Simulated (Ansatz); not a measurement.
`COC(=O)[SiH3]` + H₂ → `COC=O` + SiH₄ at 700 K and 1 bar (hydrogenolysis of a C–Si bond).

Isolated molecules relaxed with PBE0-D4/def2-TZVP in Ansatz; ΔE leaves out vibrations. CCSD(T)/CBS adds triple-zeta CCSD(T) − MP2 to the extrapolated MP2 energy (def2 sets, frozen cores). This one scheme is used for every species. One conformer a species, not always the lowest.

| species | CCSD(T)/CBS energy (Eh) | H − E (kJ/mol) | S (J/(mol·K)) |
| --- | --- | --- | --- |
| `COC(=O)[SiH3]` | -519.12227 | 279.6 | 468.2 |
| H₂ | -1.17544 | 46.8 | 155.3 |
| `COC=O` | -228.84804 | 214.2 | 358.2 |
| SiH₄ | -291.46306 | 115.5 | 252.9 |

H − E and S are ideal-gas, rigid-rotor, harmonic terms from PBE0-D4/def2-TZVP, for one conformer and one mirror image of each species. For small species the MP2-based limit differs from directly extrapolated CCSD(T) by up to some mEh (0.8 for H₂); such offsets cancel only in part. 1 Eh = 2625.50 kJ/mol, R = 8.31446 J/(mol·K).

**Question.** By hand: ΔE, ΔH, ΔS and ΔG.

**Answer.** ΔE = (-228.84804) + (-291.46306) − (-519.12227) − (-1.17544) = -0.01339 Eh = -35.2 kJ/mol. Δ(H − E) = 214.2 + 115.5 − 279.6 − 46.8 = 3.3, so ΔH = -31.9 kJ/mol. ΔS = 358.2 + 252.9 − 468.2 − 155.3 = -12.4 J/(mol·K). ΔG = -31.9 − 700 × (-12.4)/1000 = -23.2 kJ/mol.

**Question.** By hand: the equilibrium constant, and the temperature at which ΔG would vanish if ΔH and ΔS stayed fixed.

**Answer.** log₁₀ K = −ΔG/(RT ln 10) = 1.7. ΔG = 0 at ΔH/ΔS = 2573 K, far beyond where these terms or the molecules hold.

The number of gas molecules stays the same, so ΔS is small and ΔH decides. A doubt of 5 kJ/mol in ΔE shifts log₁₀ K by 0.4 here. Other conformers and mirror images would add mixing entropy, several J/(mol·K) or more a flexible species. Modes under 60 cm⁻¹, often nearly free rotors, make the harmonic entropy too high. These are equilibria of isolated gas molecules and say nothing of rates. Largest T1 diagnostic: 0.016 (customary marks: 0.02 for closed shells, 0.045 for open ones).
